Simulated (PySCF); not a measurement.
CH6O2Si2, SMILES O1C[SiH2][Si@H]1O.

Coordinates come from a ωB97X-D3(BJ)/def2-SVP optimisation. The structure was generated by enumeration; whether it is a known compound was not checked. One conformer was computed; it need not be the lowest.

Method: PySCF with ωB97X-D3(BJ)/def2-SVP.

Frequencies are harmonic and unscaled.

```tsv
mode	ν (cm⁻¹)	IR (km/mol)	Raman (Å⁴/amu)	depolarisation	moving atoms (share of kinetic energy)
1	88	1.8	0.2	0.69	O 41 %, H 32 %, C 24 %
2	155	9.3	2.4	0.66	H 37 %, O 34 %, Si 28 %
3	253	38.7	1.1	0.74	H 42 %, O 38 %, Si 18 %
4	350	94.9	3.2	0.47	H 51 %, O 33 %, Si 15 %
5	412	34.4	5.9	0.51	H 40 %, O 26 %, Si 26 %, C 9 %
6	458	2.7	10.7	0.33	Si 48 %, H 27 %, O 16 %, C 9 %
7	466	12.3	13.8	0.34	Si 51 %, H 45 %
8	552	9.9	13.6	0.75	H 87 %, Si 9 %
9	666	18.5	19.9	0.24	H 48 %, C 38 %, Si 13 %
10	727	88.3	3.7	0.66	H 65 %, C 17 %, Si 16 %
11	743	72.5	3.4	0.50	H 48 %, O 39 %, Si 10 %
12	805	68.8	3.2	0.41	H 80 %, O 13 %
13	833	166.9	9.3	0.27	H 43 %, Si 27 %, O 26 %
14	839	21.7	6.2	0.69	H 71 %, C 22 %
15	910	213.1	7.1	0.74	H 88 %
16	932	134.0	7.6	0.75	O 35 %, Si 34 %, H 31 %
17	960	94.1	8.7	0.75	H 71 %, Si 18 %, O 10 %
18	1051	127.0	1.8	0.72	O 49 %, C 46 %
19	1214	0.7	5.5	0.75	H 91 %
20	1273	4.4	2.1	0.21	H 74 %, C 20 %
21	1475	2.1	14.5	0.70	H 93 %
22	2241	107.5	167.4	0.17	H 97 %
23	2252	99.3	128.6	0.53	H 96 %
24	2299	160.4	194.5	0.21	H 97 %
25	3075	35.8	143.4	0.12	H 95 %
26	3133	14.7	104.4	0.75	H 90 %, C 10 %
27	3931	100.2	65.2	0.27	H 94 %
```
